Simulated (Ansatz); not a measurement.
**Question.** Name a neutral molecule of C, Ge and H with HOMO–LUMO gap (PBE0/def2-TZVPP) between 5.35 and 5.65 eV and HOMO energy (ωB97M-V/def2-TZVPP) between -9.10 and -8.80 eV (Ansatz, PBE0-D4/def2-TZVP geometry).

**Answer.** `C1=[CH][GeH2][CH]=C1` (5.39 eV, -8.95 eV). Other molecules can fit too; these were computed, each in one conformer that needn't be the lowest.
